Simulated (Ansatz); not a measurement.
BH5O2SSi can be A, `OB(S)O[SiH3]`, or B, `BO[SiH](O)S`.

Program: Ansatz. Geometries: PBE0-D4/def2-TZVP. ΔE: electronic, gas phase. CCSD(T)/CBS adds triple-zeta CCSD(T) − MP2 to the extrapolated MP2 energy (def2 sets, frozen cores). DFT in def2-TZVPP. B3LYP here is the variant with VWN-RPA as its local correlation; programs differ in this. One conformer a species, not always the lowest.

Problem. Which isomer does CCSD(T)/CBS put lower? Give the gap. (Best estimate.)

Solution. The calculation gave: A, by 4.6 kcal/mol.

Problem. Give E(B) − E(A) in kcal/mol with HF/def2-TZVPP, CCSD(T)/def2-SVP, CCSD(T)/def2-TZVPP, MP2/def2-TZVPP, ωB97M-V, CCSD/def2-TZVPP, B3LYP. (Best estimate.)

Solution. Computed: HF/def2-TZVPP 4.5, CCSD(T)/def2-SVP 14.7, CCSD(T)/def2-TZVPP 5.8, MP2/def2-TZVPP 4.9, ωB97M-V 5.1, CCSD/def2-TZVPP 5.5, B3LYP 6.1. None reverses the order clearly.

Problem. Does the order hold for the free energy at 298.15 K (harmonic terms from PBE0-D4)? (Estimate.)

Solution. Computed: Yes: G(B) − G(A) = +4.6 kcal/mol, for one conformer each. Modes under 60 cm⁻¹, often nearly free rotors, make the harmonic entropy too high.

Largest T1 diagnostic: 0.013.

From BLYP to BHLYP (50 % exact exchange), in def2-TZVPP and without D4, E(B) − E(A) moves by −1.1 kcal/mol. Leaving LDA and LC-ωPBE aside and taking each functional with its dispersion term where it has one, the values, not all of them listed here, spread over 2.5 kcal/mol, from ωB97M-V to PBE-D4. LDA lies +2.3 kcal/mol from PBE without D4.
